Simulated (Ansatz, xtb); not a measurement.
## Relative energy of two isomers of C3H12GeN2

Structure a is `CC(C)[NH][GeH2][NH2]`, a singlet and structure b is `C[CH](C)[GeH]([NH2])[NH2]`, a singlet. Both are isolated molecules in the gas phase, relaxed with r2SCAN-D4/def2-SVP; each stands in its lowest conformer found.

Quicker runs give these differences E(b) − E(a): GFN2-xTB +34.9 kJ/mol; HF/STO-3G −8.9 kJ/mol (at GFN2-xTB geometries); r2SCAN-D4/def2-SVP//GFN2-xTB −31.6 kJ/mol.

Question: Estimate which is lower in electronic energy at CCSD(T)/def2-SVP + ΔMP2/def2-TZVPP, and by roughly how much.

Answer: The CCSD(T)/def2-SVP + ΔMP2/def2-TZVPP calculation puts structure b lower, by 48.6 kJ/mol.

How the difference moves with the method:

| level | geometry | E(b) − E(a) (kJ/mol) | departure from the last row (kJ/mol) | job, with rough time for the two |
| --- | --- | --- | --- | --- |
| GFN2-xTB | GFN2-xTB | +34.9 | +83.5 | optimisation, 0.25 s |
| HF/STO-3G | GFN2-xTB | −8.9 | +39.7 | single point, 0.52 s |
| r2SCAN-D4/def2-SVP//GFN2-xTB | GFN2-xTB | −31.6 | +17.0 | single point, 4.6 s |
| r2SCAN-D4/def2-SVP | r2SCAN-D4/def2-SVP | −31.2 | +17.3 | optimisation, 58 s |
| HF/def2-SVP | r2SCAN-D4/def2-SVP | −23.3 | +25.3 | part of the CCSD(T) run |
| MP2/def2-SVP | r2SCAN-D4/def2-SVP | −30.4 | +18.1 | part of the CCSD(T) run |
| CCSD(T)/def2-SVP | r2SCAN-D4/def2-SVP | −25.2 | +23.4 | single point |
| CCSD(T)/def2-SVP + ΔMP2/def2-TZVPP | r2SCAN-D4/def2-SVP | −48.6 |  | single point, 2.2 min |

As drawn, b has 1 C–Ge, 1 N–H in place of 1 C–N, 1 Ge–H.

GFN2-xTB puts the two in the other order. The largest departure from CCSD(T)/def2-SVP + ΔMP2/def2-TZVPP is that of GFN2-xTB, 83.5 kJ/mol. The last row adds to CCSD(T) the change of the MP2 difference between the two basis sets, here −23.4 kJ/mol, a large step that makes the value less sure.

With thermal terms from frequencies at re-optimised GFN2-xTB minima (ideal gas, soft modes damped towards free rotors, one conformer each, 298.15 K, 1 atm): the zero-point term adds +2.0 kJ/mol; ΔH is −44.6 and ΔG −47.8 kJ/mol.

The correlated steps freeze 14 core orbitals; the filled d shell of Ge is correlated, in a basis made for valence electrons. Codes used: Ansatz 0.2.0, xtb 6.7.1; the last row on 4 threads of Arm Neoverse V1 on a shared host.
